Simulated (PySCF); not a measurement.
Cl3Fe, sextet, geometry from GFN2-xTB (such geometries of metal compounds can be far from the true shape); SVWN5/def2-SV(P) (PySCF).

Here is a job for PySCF.
```python
from pyscf import gto, scf, dft

mol = gto.M(
    atom='''
Fe   -0.09061902   -0.36016981   -0.20402693
Cl    1.97242024   -0.04348847   -0.35061360
Cl   -0.67696321   -0.59021958    1.79126336
Cl   -1.15686324    1.18455599   -1.12860857
''',
    basis='def2-sv(p)',
    spin=5,
    verbose=4,
)

mf = dft.UKS(mol)
mf.xc = 'lda,vwn'
mf.kernel()
```

Output, abridged:

```
PySCF version 2.14.0

[INPUT] verbose = 4
[INPUT] num. atoms = 4
[INPUT] num. electrons = 77
[INPUT] charge = 0
[INPUT] spin (= nelec alpha-beta = 2S) = 5
[INPUT] symmetry False subgroup None
[INPUT] Mole.unit = angstrom
[INPUT] Symbol           X                Y                Z      unit          X                Y                Z       unit  Magmom
[INPUT]  1 Fe    -0.090619020000  -0.360169810000  -0.204026930000 AA   -0.171245129476  -0.680622299237  -0.385555019736 Bohr   0.0
[INPUT]  2 Cl     1.972420240000  -0.043488470000  -0.350613600000 AA    3.727334056149  -0.082181297876  -0.662563679548 Bohr   0.0
[INPUT]  3 Cl    -0.676963210000  -0.590219580000   1.791263360000 AA   -1.279275063306  -1.115353359556   3.384997167368 Bohr   0.0
[INPUT]  4 Cl    -1.156863240000   1.184555990000  -1.128608570000 AA   -2.186154687177   2.238486400313  -2.132761099137 Bohr   0.0

nuclear repulsion = 468.326338382007
number of shells = 34
number of NR pGTOs = 174
number of NR cGTOs = 78
basis = def2-sv(p)
ecp = {}

******** <class 'pyscf.dft.uks.UKS'> ********
method = UKS
initial guess = minao
damping factor = 0
level_shift factor = 0
DIIS = <class 'pyscf.scf.diis.CDIIS'>
diis_start_cycle = 1
diis_space = 8
diis_damp = 0
SCF conv_tol = 1e-09
SCF conv_tol_grad = None
SCF max_cycles = 50
direct_scf = True
direct_scf_tol = 1e-13
number electrons alpha = 41  beta = 36
XC library pyscf.dft.libxc version 7.1.2
    S. Lehtola, C. Steigemann, M. J. T. Oliveira, and M. A. L. Marques,  SoftwareX 7, 1–5 (2018)
XC functionals = lda,vwn
    P. A. M. Dirac,  Math. Proc. Cambridge Philos. Soc. 26, 376 (1930)
    F. Bloch,  Z. Phys. 57, 545 (1929)
    S. H. Vosko, L. Wilk, and M. Nusair,  Can. J. Phys. 58, 1200 (1980)
radial grids:
    Treutler-Ahlrichs [JCP 102, 346 (1995); DOI:10.1063/1.469408] (M4) radial grids

becke partition: Becke, JCP 88, 2547 (1988); DOI:10.1063/1.454033
pruning grids: <function nwchem_prune>
grids dens level: 3
symmetrized grids: False
atomic radii adjust function: <function treutler_atomic_radii_adjust>
small_rho_cutoff = 0
Set gradient conv threshold to 3.16228e-05
tot grids = 77544
init E= -2636.06585380297

cycle= 1 E= -2626.23486177266  delta_E= 9.83  |g|= 2.91  |ddm|= 10.3

cycle= 2 E= -2595.56314895892  delta_E= 30.7  |g|= 6.15  |ddm|= 11.5

cycle= 3 E= -2625.70484696164  delta_E= -30.1  |g|= 4.02  |ddm|= 10.5
cycle= 4 E= -2629.34711369001  delta_E= -3.64  |g|= 3.77  |ddm|= 1.32
cycle= 5 E= -2627.89263709816  delta_E= 1.45  |g|=  3.9  |ddm|= 0.595
cycle= 6 E= -2627.89877825995  delta_E= -0.00614  |g|=  3.9  |ddm|= 0.00399
cycle= 7 E= -2627.98210690346  delta_E= -0.0833  |g|= 3.89  |ddm|= 0.45

cycle= 8 E= -2627.44552318977  delta_E= 0.537  |g|= 3.94  |ddm|= 1.59

cycle= 9 E= -2628.27185090407  delta_E= -0.826  |g|= 3.86  |ddm|= 1.02

cycle= 10 E= -2588.05897861338  delta_E= 40.2  |g|= 11.1  |ddm|= 15.4

cycle= 11 E= -2622.81023326449  delta_E= -34.8  |g|= 3.63  |ddm|=   13
cycle= 12 E= -2629.27589568244  delta_E= -6.47  |g|= 3.82  |ddm|= 10.8

cycle= 13 E= -2629.93883080774  delta_E= -0.663  |g|= 3.63  |ddm|= 1.18

cycle= 14 E= -2628.38834577149  delta_E= 1.55  |g|= 3.91  |ddm|= 2.12

cycle= 15 E= -2629.20939081298  delta_E= -0.821  |g|= 3.81  |ddm|=    1

cycle= 16 E= -2629.2428089997  delta_E= -0.0334  |g|= 3.81  |ddm|= 0.308

cycle= 17 E= -2628.93614760295  delta_E= 0.307  |g|= 3.82  |ddm|= 1.07

cycle= 18 E= -2629.28010855784  delta_E= -0.344  |g|= 3.77  |ddm|= 0.292

cycle= 19 E= -2628.52928254282  delta_E= 0.751  |g|= 3.87  |ddm|= 0.418

cycle= 20 E= -2600.01643788256  delta_E= 28.5  |g|= 9.03  |ddm|= 14.6

cycle= 21 E= -2623.96368521502  delta_E= -23.9  |g|= 3.35  |ddm|= 13.1

cycle= 22 E= -2625.16564439373  delta_E= -1.2  |g|= 4.25  |ddm|= 9.46

cycle= 23 E= -2627.16414815778  delta_E=   -2  |g|= 4.04  |ddm|= 1.71

cycle= 24 E= -2626.63568500432  delta_E= 0.528  |g|= 4.12  |ddm|= 1.25

cycle= 25 E= -2626.86292128581  delta_E= -0.227  |g|=  4.1  |ddm|= 0.365

cycle= 26 E= -2626.27884022803  delta_E= 0.584  |g|= 4.18  |ddm|= 1.39

cycle= 27 E= -2625.18353037306  delta_E=  1.1  |g|= 4.25  |ddm|= 2.18

cycle= 28 E= -2626.99569024991  delta_E= -1.81  |g|= 4.19  |ddm|= 3.31

cycle= 29 E= -2627.51581714641  delta_E= -0.52  |g|= 4.06  |ddm|= 2.16

cycle= 30 E= -2546.11678311384  delta_E= 81.4  |g|=    9  |ddm|= 15.8

cycle= 31 E= -2626.44787245451  delta_E= -80.3  |g|= 3.04  |ddm|= 15.5

cycle= 32 E= -2626.0674249183  delta_E= 0.38  |g|= 4.15  |ddm|=  9.7

cycle= 33 E= -2626.60902468909  delta_E= -0.542  |g|= 4.11  |ddm|= 0.872

cycle= 34 E= -2626.42157439591  delta_E= 0.187  |g|= 4.17  |ddm|= 1.02

cycle= 35 E= -2626.45168062897  delta_E= -0.0301  |g|= 4.16  |ddm|= 0.313

cycle= 36 E= -2626.73872427399  delta_E= -0.287  |g|= 4.14  |ddm|= 0.498

cycle= 37 E= -2626.43209149209  delta_E= 0.307  |g|= 4.18  |ddm|= 0.235

cycle= 38 E= -2624.9425786659  delta_E= 1.49  |g|= 4.37  |ddm|= 1.97

cycle= 39 E= -2626.22218287664  delta_E= -1.28  |g|=  4.2  |ddm|= 1.84

cycle= 40 E= -2567.02338064073  delta_E= 59.2  |g|= 10.6  |ddm|= 18.1

cycle= 41 E= -2625.06496138457  delta_E=  -58  |g|= 3.42  |ddm|= 17.1

cycle= 42 E= -2627.80330901759  delta_E= -2.74  |g|=    4  |ddm|= 9.94

cycle= 43 E= -2627.64642536879  delta_E= 0.157  |g|= 4.03  |ddm|= 1.81

cycle= 44 E= -2627.44646063139  delta_E=  0.2  |g|= 4.04  |ddm|= 0.699

cycle= 45 E= -2627.540495155  delta_E= -0.094  |g|= 4.05  |ddm|= 0.481

cycle= 46 E= -2627.50286101964  delta_E= 0.0376  |g|= 4.04  |ddm|= 0.343

cycle= 47 E= -2627.49323066783  delta_E= 0.00963  |g|= 4.05  |ddm|= 0.251
cycle= 48 E= -2628.94586460028  delta_E= -1.45  |g|= 3.83  |ddm|= 0.899

cycle= 49 E= -2628.16139499527  delta_E= 0.784  |g|= 3.95  |ddm|= 1.26

cycle= 50 E= -2606.02679851887  delta_E= 22.1  |g|= 8.79  |ddm|= 12.8
SCF not converged.
SCF energy = -2606.02679851887 after 50 cycles  <S^2> = 8.7543462  2S+1 = 6.0014485
```

Convergence was not reached.
